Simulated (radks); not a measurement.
Ionisation of the lead ion Pb+, [Hg] 6p1, to [Hg] as the strength of local exchange is varied. Calculated with a radial shooting solver on a logarithmic mesh with Libxc functionals: Dirac Kohn-Sham, Slater X-alpha exchange (alpha = 2/3 is LDA exchange), no correlation, spin-unpolarised, spherical densities, finite nucleus; open shells fill j = l - 1/2 first; Fermi nuclear charge, rms radius 5.5012 fm.

alpha,E(Pb+) (hartree),exchange (hartree),IE (eV),-e of the level emptied (eV),<r> of it (bohr)
0.647,-20891.6920,-358.8299,13.837,9.963 (6p1/2),2.828
0.667,-20902.7872,-370.1253,14.020,10.133 (6p1/2),2.812
0.753,-20950.5658,-418.8338,14.822,10.879 (6p1/2),2.745
0.866,-21013.5159,-483.1760,15.907,11.896 (6p1/2),2.664
1.019,-21099.0587,-570.9114,17.434,13.338 (6p1/2),2.564
1.039,-21110.2671,-582.4325,17.638,13.532 (6p1/2),2.552

NIST Atomic Spectra Database: 15.032 eV (measured). The Delta-SCF value meets it near alpha = 0.77. Spin polarisation and multiplet splitting are left out, so open shells lie too high by an amount that depends on their filling.

Beside tabulated values, note that spin-unpolarised runs miss the spin-polarisation part of the exchange energy of open shells.
